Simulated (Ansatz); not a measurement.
Basis-set series for ClH₃HfO₃ (`[OH][Hf]([OH])([OH])[Cl]`). Total charge 0; spin multiplicity 1. Hf: def2 effective core potential. The geometry is a stationary point of PBE0-D4/def2-TZVP. It is one conformer, not always the lowest.

```json
{"functional": "PBE0-D4", "basis": "def2-SVP", "functions": "107", "energy (Eh)": "-735.25836", "HOMO (eV)": "-8.45", "LUMO (eV)": "0.01"}
{"functional": "PBE0-D4", "basis": "def2-TZVPP", "functions": "233", "energy (Eh)": "-735.71326", "HOMO (eV)": "-8.62", "LUMO (eV)": "-0.15"}
{"functional": "ωB97M-V", "basis": "def2-SVP", "functions": "107", "energy (Eh)": "-735.49106", "HOMO (eV)": "-10.69", "LUMO (eV)": "1.22"}
{"functional": "ωB97M-V", "basis": "def2-TZVPP", "functions": "233", "energy (Eh)": "-735.95133", "HOMO (eV)": "-10.91", "LUMO (eV)": "1.01"}
```

(1) Give the rows for def2-QZVPP. (Best estimate.)

Answers

(1) Computed: 
```tsv
functional	basis	functions	energy (Eh)	HOMO (eV)	LUMO (eV)
PBE0-D4	def2-QZVPP	412	-735.74046	-8.68	-0.44
ωB97M-V	def2-QZVPP	412	-735.97714	-10.98	0.43
```

Positive LUMOs are unbound and depend on the basis.
